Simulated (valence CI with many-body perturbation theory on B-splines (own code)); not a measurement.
# E1 line list for Bi⁺

Computed by relativistic CI+MBPT: four valence electrons over a frozen Dirac-Fock core [Xe] 4f14 5d10, a basis of 11 s, 11 p, 10 d, 8 f, 5 g, 2 h functions for each j, with the one-electron correlation potential Σ1 (screened to all orders), the two-electron term Σ2, the three-electron term Σ3, Breit, model QED; selected single and double excitations, second order for the rest, scaled by the run's own slope (own B-spline code, finite nucleus).

Against 25 measured levels this calculation errs by 185 cm⁻¹ on average and by 535 at most. These come from a selection out of the NIST Handbook of Basic Atomic Spectroscopic Data. Levels without a partner in it may be off by more. Among the levels kept, up to 480 cm⁻¹ of a level comes from second order outside the variational space, and about a tenth of that is noise between levels of different J, which matters for small intervals.

Lines 351 to 400 of 500 in falling wavelength, among levels below 124709 cm⁻¹, chosen from the strongest by gf and those to the six lowest levels. Wavelengths and rates use the calculated energies, so an error of 200 cm⁻¹ moves a line at 241.2 nm by 0.48 % and its rate by three times that or more. Electric multipoles are in the length gauge, E1 and E2 with the static RPA response of the core. Weak lines are less certain than strong ones. Lines between different terms over intervals too small for the method are left out, as are lines whose strength nearly cancels. Where a level lies close to another of its J and parity, the split of strength between their lines is uncertain. The highest levels of a list are the least certain.

Levels are named by their leading jj configuration (3d3/2^4 stands for four electrons in 3d with j = 3/2), which in mixed levels can hold well under half, so a name can repeat and another be missing. Letters in brackets count levels of one name in rising energy.

```csv
λ vac (nm),λ from measured levels,Upper,Lower,A (s⁻¹),log gf,Branch %
241.2,236.9,(6s 6p1/2^2 6p3/2) J=2,(6s^2 6p3/2^2) J=2,1.22e+06,-2.27,4.6
237.8,,(6s^2 6p1/2 7f5/2) J=3,(6s^2 6p1/2 6d3/2) J=2,1.87e+07,-0.96,35.0
223.1,221.5,(6s^2 6p1/2 6d3/2) J=2,(6s^2 6p3/2^2) J=2,1.81e+06,-2.17,1.4
217.9,218.8,(6s^2 6p3/2 7s) J=1,(6s^2 6p3/2^2) J=0,4.40e+07,-1.03,3.9
215.9,214.4,(6s^2 6p1/2 6d3/2) J=1,(6s^2 6p3/2^2) J=2,4.52e+06,-2.02,0.5
211.1,,(6s^2 6p1/2 9p1/2) J=1,(6s^2 6p1/2 7s) J=0,3.49e+05,-3.15,4.3
209.5,207.9,(6s^2 6p1/2 6d5/2) J=2,(6s^2 6p3/2^2) J=2,3.45e+05,-2.94,0.0
208.2,207.0,(6s^2 6p1/2 6d5/2) J=3,(6s^2 6p3/2^2) J=2,1.94e+06,-2.05,0.2
207.5,,(6s^2 6p1/2 9p3/2) J=1,(6s^2 6p1/2 7s) J=0,1.36e+06,-2.58,6.0
199.7,198.9,(6s 6p1/2^2 6p3/2) J=1,(6s^2 6p3/2^2) J=0,1.90e+07,-1.47,0.7
190.3,190.2,(6s^2 6p1/2 7s) J=1,(6s^2 6p1/2 6p3/2) J=2,4.84e+08,-0.10,55.6
189.4,,(6s^2 6p1/2 10p1/2) J=1,(6s^2 6p1/2 7s) J=0,3.35e+05,-3.27,5.5
187.8,,(6s^2 6p1/2 10p3/2) J=1,(6s^2 6p1/2 7s) J=0,3.74e+05,-3.23,2.5
182.2,182.4,(6s^2 6p3/2 7s) J=2,(6s^2 6p3/2^2) J=2,2.96e+08,-0.13,33.4
179.5,179.2,(6s^2 6p1/2 7s) J=0,(6s^2 6p1/2 6p3/2) J=1,7.51e+08,-0.44,100.0
178.8,178.7,(6s^2 6p3/2 7s) J=1,(6s^2 6p3/2^2) J=2,6.18e+08,-0.05,55.3
177.9,177.7,(6s^2 6p1/2 7s) J=1,(6s^2 6p1/2 6p3/2) J=1,1.42e+08,-0.69,16.3
177.9,,(6s^2 6p1/2 8s) J=1,(6s^2 6p3/2^2) J=0,2.87e+05,-3.39,0.0
176.7,,(6s^2 6p3/2 6d3/2) J=1,(6s^2 6p3/2^2) J=0,1.99e+07,-1.55,4.6
170.7,169.2,(6s 6p1/2^2 6p3/2) J=2,(6s^2 6p1/2 6p3/2) J=2,2.07e+05,-3.34,0.8
166.3,165.3,(6s 6p1/2^2 6p3/2) J=1,(6s^2 6p3/2^2) J=2,1.93e+07,-1.62,0.7
164.9,164.0,(6s 6p1/2 6p3/2^2) J=2,(6s^2 6p3/2^2) J=2,2.14e+05,-3.36,0.1
161.7,161.0,(6s 6p1/2 6p3/2^2) J=3,(6s^2 6p3/2^2) J=2,1.17e+08,-0.49,94.8
161.4,161.1,(6s^2 6p1/2 6d3/2) J=2,(6s^2 6p1/2 6p3/2) J=2,1.11e+08,-0.66,83.2
160.7,159.2,(6s 6p1/2^2 6p3/2) J=2,(6s^2 6p1/2 6p3/2) J=1,2.53e+07,-1.31,94.6
160.1,,(6s^2 6p1/2 7d3/2) J=1,(6s^2 6p3/2^2) J=0,3.71e+08,-0.37,16.7
157.6,157.4,(6s^2 6p1/2 6d3/2) J=1,(6s^2 6p1/2 6p3/2) J=2,3.03e+07,-1.47,3.6
156.5,,(6s^2 6p3/2 6d5/2) J=1,(6s^2 6p3/2^2) J=0,6.04e+08,-0.18,48.0
154.2,153.8,(6s^2 6p1/2 6d5/2) J=2,(6s^2 6p1/2 6p3/2) J=2,9.84e+07,-0.76,11.2
154.0,,(6s^2 6p3/2 6d5/2) J=2 [a],(6s^2 6p3/2^2) J=2,7.95e+07,-0.85,8.3
153.5,153.3,(6s^2 6p1/2 6d5/2) J=3,(6s^2 6p1/2 6p3/2) J=2,7.99e+08,0.30,99.8
152.5,152.1,(6s^2 6p1/2 6d3/2) J=2,(6s^2 6p1/2 6p3/2) J=1,2.07e+07,-1.44,15.5
150.9,,(6s^2 6p1/2 8s) J=1,(6s^2 6p3/2^2) J=2,5.44e+07,-1.25,8.9
150.1,,(6s^2 6p3/2 6d3/2) J=1,(6s^2 6p3/2^2) J=2,7.25e+07,-1.13,16.6
149.1,148.7,(6s^2 6p1/2 6d3/2) J=1,(6s^2 6p1/2 6p3/2) J=1,1.04e+08,-0.98,12.5
146.4,,(6s^2 6p3/2 6d5/2) J=2 [b],(6s^2 6p3/2^2) J=2,5.62e+08,-0.04,39.7
146.0,145.5,(6s^2 6p1/2 6d5/2) J=2,(6s^2 6p1/2 6p3/2) J=1,7.81e+08,0.10,88.8
145.2,,(6s^2 6p3/2 6d3/2) J=3,(6s^2 6p3/2^2) J=2,8.80e+07,-0.71,7.7
144.6,,(6s 6p1/2 6p3/2^2) J=1 [a],(6s^2 6p3/2^2) J=0,6.11e+07,-1.24,3.2
143.2,143.7,(6s^2 6p1/2 7s) J=1,(6s^2 6p1/2^2) J=0,2.41e+08,-0.65,27.7
141.0,139.7,(6s^2 6p1/2 7d3/2) J=2,(6s^2 6p3/2^2) J=2,8.60e+06,-1.89,5.5
138.8,139.4,(6s^2 6p3/2 7s) J=2,(6s^2 6p1/2 6p3/2) J=2,3.72e+08,-0.27,42.0
138.3,,(6s^2 6p1/2 8d3/2) J=1,(6s^2 6p3/2^2) J=0,6.30e+06,-2.27,0.9
137.9,,(6s^2 6p1/2 7d3/2) J=1,(6s^2 6p3/2^2) J=2,8.15e+07,-1.16,3.7
136.9,137.3,(6s^2 6p3/2 7s) J=1,(6s^2 6p1/2 6p3/2) J=2,2.07e+08,-0.76,18.5
136.3,,(6s^2 6p1/2 7d5/2) J=2,(6s^2 6p3/2^2) J=2,1.02e+07,-1.85,0.6
135.4,,(6s^2 6p1/2 7d5/2) J=3,(6s^2 6p3/2^2) J=2,5.50e+08,0.02,29.5
135.2,,(6s^2 6p3/2 6d5/2) J=1,(6s^2 6p3/2^2) J=2,1.03e+08,-1.07,8.2
132.8,,(6s^2 6p3/2 6d5/2) J=3,(6s^2 6p3/2^2) J=2,2.19e+09,0.61,73.8
132.2,132.5,(6s^2 6p3/2 7s) J=2,(6s^2 6p1/2 6p3/2) J=1,2.18e+08,-0.54,24.6
```
